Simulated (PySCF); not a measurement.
## Structure from 2D NMR

Compound of formula C$_{6}$H$_{15}$NSi$_{2}$. Correlations simulated from computed shifts and the bond graph:

HSQC (one-bond C–H):
```
  δH    δC
2.46  45.2
2.02  17.8
1.49  14.9
```

COSY cross peaks (H two or three bonds apart, from the bond graph; peaks can be absent where the dihedral angle is near 90°):
```
  δH    δH
4.94  1.49
3.96  2.02
```

HMBC (two and three bonds, from the bond graph):
```
  δH                  δC
4.94  152.1, 140.1, 14.9
3.96         140.1, 17.8
2.46         152.1, 45.2
2.02  152.1, 140.1, 14.9
1.49  152.1, 140.1, 17.8
```

Carbons without hydrogens: δ 152.1, 140.1.

PySCF 2.14 calculation with geometry: GFN2-xTB and GIAO PBE0/pcSseg-1 shieldings; averaged over atoms made equivalent by symmetry, fast rotation or ring inversion, non-relativistic, gas phase, a single conformation.

Shifts are taken against calculated references (same method and geometry level): $^{1}$H, $^{13}$C vs TMS.

Exchangeable hydrogens are left out of these lists.

**Question.** Work out the connectivity.

**Answer.** SMILES CN(C)C1=C(C[SiH3])C[SiH2]1.

Atom-mapped SMILES (the numbers label the heavy atoms): `[CH3:1][N:2]([CH3:3])[C:4]1=[C:5]([CH2:6][SiH3:7])[CH2:8][SiH2:9]1`; H(Xn) means a hydrogen on atom n.

δC 152.1 is C4, an alkene carbon bearing nitrogen. δC 140.1 is C5, a β carbon of an enol-ether or enamine type C=C. δC 45.2 is C1/C3, a methyl carbon bonded to N (δH 2.46). δC 17.8 is C6, an allylic sp3 CH2 bonded to Si (δH 2.02). δC 14.9 is C8, an allylic sp3 CH2 bonded to Si (δH 1.49). HMBC from δH 4.94 reaches the proton-free carbons C4, C5. HMBC from δH 3.96 reaches the proton-free carbon C5. HMBC from δH 2.46 reaches the proton-free carbon C4. HMBC from δH 2.02 reaches the proton-free carbons C4, C5. COSY links 4.94–1.49, 3.96–2.02.

The shifts were computed for this structure.

Shifts are as computed. Against solution values, carbons near 30 ppm lie about +3 ppm off and those near 130 ppm about +5 ppm. Of 1211 compounds with measured shifts, 218 miss one by over three times the rms of a fit or turn the order of signals round; such compounds aren't used in these exercises.
